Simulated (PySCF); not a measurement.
Orbital gap (eV) of eight silicon and germanium compounds: PBE beside r2SCAN, computed with PySCF for isolated molecules in the bases named; differences from unrounded values. The eight are the first of their class met in an unordered collection, after screening for sound electronic states; none was chosen by its value. Each molecule has one DFT geometry for both levels.

```tsv
molecule	basis	r2SCAN
C2H9NOSi, SMILES C([Si@@H](N)O)C	def2-TZVP	7.22
F₂H₅NSi₂, SMILES F[SiH2]N[SiH2]F	def2-TZVP	7.29
CH10FNSi3, SMILES [Si@@H](F)(N([SiH3])[SiH3])C	def2-TZVP	6.06
FH5OSi3, SMILES F[SiH]1[SiH2]O[SiH2]1	def2-TZVP	4.60
C₄H₆Si, SMILES C1=C[SiH2]C=C1	def2-TZVP	3.56
C4H7NSi, SMILES C#CC(=C)[SiH2]N	def2-TZVP	4.28
SiHBr3, SMILES Br[SiH](Br)Br	def2-TZVP	5.77
GeF3Br, SMILES [F][Ge]([F])([F])[Br]	def2-TZVP	5.83
```

### Question
Estimate the PBE values and say how PBE differs from r2SCAN over the set. (An estimate is asked for; the answer gives what the named calculation found.)

### Answer

```json
[
 {"molecule": "C2H9NOSi, SMILES C([Si@@H](N)O)C", "PBE": "6.20", "difference": "-1.02"},
 {"molecule": "F₂H₅NSi₂, SMILES F[SiH2]N[SiH2]F", "PBE": "6.52", "difference": "-0.77"},
 {"molecule": "CH10FNSi3, SMILES [Si@@H](F)(N([SiH3])[SiH3])C", "PBE": "5.40", "difference": "-0.66"},
 {"molecule": "FH5OSi3, SMILES F[SiH]1[SiH2]O[SiH2]1", "PBE": "4.13", "difference": "-0.46"},
 {"molecule": "C₄H₆Si, SMILES C1=C[SiH2]C=C1", "PBE": "3.29", "difference": "-0.26"},
 {"molecule": "C4H7NSi, SMILES C#CC(=C)[SiH2]N", "PBE": "3.88", "difference": "-0.40"},
 {"molecule": "SiHBr3, SMILES Br[SiH](Br)Br", "PBE": "5.14", "difference": "-0.63"},
 {"molecule": "GeF3Br, SMILES [F][Ge]([F])([F])[Br]", "PBE": "5.17", "difference": "-0.66"}
]
```
PBE lies below r2SCAN in 8 and above it in 0 of the eight; the mean signed difference is -0.61 and the largest -1.02 eV.
